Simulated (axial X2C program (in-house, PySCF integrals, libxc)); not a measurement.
## Worked dissociation energy of BaCu⁺: B3LYP, with spin–orbit coupling

All values were computed with an axial X2C code built on PySCF integrals. Two-component (2c) means X2C with spin–orbit coupling and atomic mean-field two-electron Coulomb and Gaunt terms. Basis: Ba dyall-v3z [14s14p9d3f], Cu dyall-v3z [9s9p6d3f2g] (cores contracted in-house); Gaussian nuclei, density fitting, unrestricted open shells. Masses: Ba 137.905 u, Cu 62.930 u.

Molecular state: Ω = 0 (closed shell).

* E(Ba+) (2M_J = 1): -8131.391362 hartree
* E(Cu) (2M_J = 1): -1654.392308 hartree
* E(BaCu⁺) at Re: -9785.855810 hartree
* ωe: 158.3 cm⁻¹
* ωexe: 0.311 cm⁻¹

Work out De and D0.

De = -8131.391362 + (-1654.392308) − (-9785.855810) = 0.07214 hartree = 1.963 eV. The zero-point energy is ωe/2 − ωexe/4 = 79 cm⁻¹ = 0.010 eV, so D0 = 1.953 eV.

One determinant describes the state; a PBE0 search over occupations chose it and may have missed a lower one. The closed shell is kept restricted, so the energy runs too high when the bond is stretched far. De is counted from the lowest determinant-based energies of the atoms at the same level, without counterpoise correction.

Each atomic determinant is the lowest at this level and need not be a pure J level. Totals compare only within one Hamiltonian and basis.
